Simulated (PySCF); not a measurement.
Job file and geometry (Å, from PBE0-D3(BJ)/def2-SVP) of an NMR shielding run on SMILES C=[CH][Al-]([CH]=C)([CH]=C)[CH]=C, [C$_{8}$H$_{12}$Al]-, GIAO KT2/pcSseg-1 NMR shielding, non-relativistic, gas phase in PySCF; density fitting, a coarse starting grid and PySCF grid level 2 are the driver's defaults:

```
{"job": {"kind": "nmr", "xc": "KT2", "basis": "pcSseg-1", "pop": false}, "charge": -1, "multiplicity": 1}
C     -1.821294    -1.614315    -2.159535
C     -1.783635    -1.231247    -0.873065
Al    -0.304785    -0.163784    -0.007691
C     -1.093095     1.400997     0.992811
C     -0.602228     2.650783     0.983271
C      0.701843    -1.324778     1.300926
C      1.031772    -0.972342     2.553861
C      0.960093     0.501762    -1.427899
C      2.298192     0.400296    -1.383358
H     -1.011608    -1.354179    -2.856990
H     -2.642090    -2.203334    -2.602438
H     -2.656863    -1.557592    -0.277014
H     -1.991051     1.270254     1.625165
H     -1.038729     3.491492     1.548581
H      0.289103     2.904184     0.391108
H      1.039647    -2.335092     1.004864
H      1.593779    -1.619069     3.248799
H      0.750958     0.011307     2.957588
H      0.571616     1.016211    -2.326230
H      2.802576    -0.086763    -0.536172
H      2.970951     0.788835    -2.166501
```

Question: What does the program print?

Answer: 
```
coarse grid: 17752 points
cycle   1  E = -561.9914352794  dE =  3.745e-01  |g| = 8.499e-01  |ddm| = 4.087e+00
cycle   2  E = -561.5392149979  dE =  4.522e-01  |g| = 1.460e+00  |ddm| = 3.305e+00
cycle   3  E = -562.1840541777  dE = -6.448e-01  |g| = 3.629e-01  |ddm| = 2.443e+00
cycle   4  E = -562.2225412614  dE = -3.849e-02  |g| = 4.994e-02  |ddm| = 3.433e-01
cycle   5  E = -562.2231404800  dE = -5.992e-04  |g| = 1.672e-02  |ddm| = 6.150e-02
cycle   6  E = -562.2231826640  dE = -4.218e-05  |g| = 1.114e-02  |ddm| = 2.583e-02
cycle   7  E = -562.2232172225  dE = -3.456e-05  |g| = 1.766e-03  |ddm| = 9.980e-03
cycle   8  E = -562.2232180890  dE = -8.665e-07  |g| = 4.958e-04  |ddm| = 2.473e-03
final grid: 166024 points
cycle   9  E = -562.2435774981  dE = -1.974e-04  |g| = 2.089e-02  |ddm| = 4.648e-02
cycle  10  E = -562.2434792654  dE =  9.823e-05  |g| = 2.722e-02  |ddm| = 4.465e-02
cycle  11  E = -562.2436799642  dE = -2.007e-04  |g| = 2.346e-03  |ddm| = 2.876e-02
cycle  12  E = -562.2436806671  dE = -7.029e-07  |g| = 1.482e-03  |ddm| = 3.472e-03
cycle  13  E = -562.2436813037  dE = -6.366e-07  |g| = 2.094e-04  |ddm| = 1.407e-03
cycle  14  E = -562.2436813129  dE = -9.245e-09  |g| = 9.948e-05  |ddm| = 3.020e-04
cycle  15  E = -562.2436813152  dE = -2.294e-09  |g| = 4.303e-05  |ddm| = 1.197e-04
cycle  16  E = -562.2436813158  dE = -5.498e-10  |g| = 8.817e-06  |ddm| = 5.139e-05
converged SCF energy = -562.2436813158

GIAO shielding tensors (ppm)
atom      isotropic    diamagn.    paramagn.     s11        s22        s33       span
  0 C       62.605     253.599    -190.994    -44.743     83.772    148.785    193.528
  1 C       23.420     257.940    -234.520   -109.192      9.412    170.038    279.230
  2 Al     447.149     804.315    -357.166    439.627    444.340    457.481     17.854
  3 C       26.751     258.358    -231.607   -101.849      9.721    172.381    274.230
  4 C       60.400     254.777    -194.377    -49.129     80.109    150.221    199.350
  5 C       25.929     258.150    -232.221   -101.792      9.154    170.425    272.217
  6 C       59.717     254.862    -195.144    -49.934     78.823    150.263    200.196
  7 C       27.894     258.862    -230.968   -100.014      8.928    174.767    274.781
  8 C       58.208     255.499    -197.291    -53.448     78.025    150.047    203.495
  9 H       25.744      33.577      -7.832     23.860     24.241     29.132      5.271
 10 H       25.333      28.042      -2.710     22.229     24.286     29.483      7.254
 11 H       24.501      31.117      -6.616     19.924     26.567     27.013      7.090
 12 H       24.620      31.845      -7.225     20.331     26.542     26.986      6.655
 13 H       25.223      28.946      -3.722     21.934     24.469     29.267      7.333
 14 H       25.801      34.183      -8.383     23.949     24.259     29.194      5.245
 15 H       24.699      32.212      -7.513     20.131     26.783     27.182      7.051
 16 H       25.210      29.079      -3.868     21.859     24.517     29.255      7.396
 17 H       25.745      33.850      -8.105     24.019     24.103     29.114      5.095
 18 H       24.503      33.030      -8.528     19.854     26.348     27.306      7.451
 19 H       25.745      34.190      -8.444     23.939     24.155     29.142      5.203
 20 H       25.121      29.645      -4.524     21.618     24.511     29.235      7.618
```

Question: Turn these shieldings into chemical shifts. Scale: 13C (σ = 183.22 ppm) and 1H (σ = 31.18 ppm) against TMS; 27Al (σ = 497.73 ppm) against AlH4- (reference shieldings calculated alike).

Answer: Averaging equivalent atoms: C 1/3/5/7: 157.2; C 0/4/6/8: 123.0; Al 2: 50.6; H 11/12/15/18: 6.60; H 10/13/16/20: 5.96; H 9/14/17/19: 5.42 ppm. 

Size and cost of the density-fitted run: 220 basis functions, 48 s wall time on 1 thread of an x86-64 server CPU, shared host.
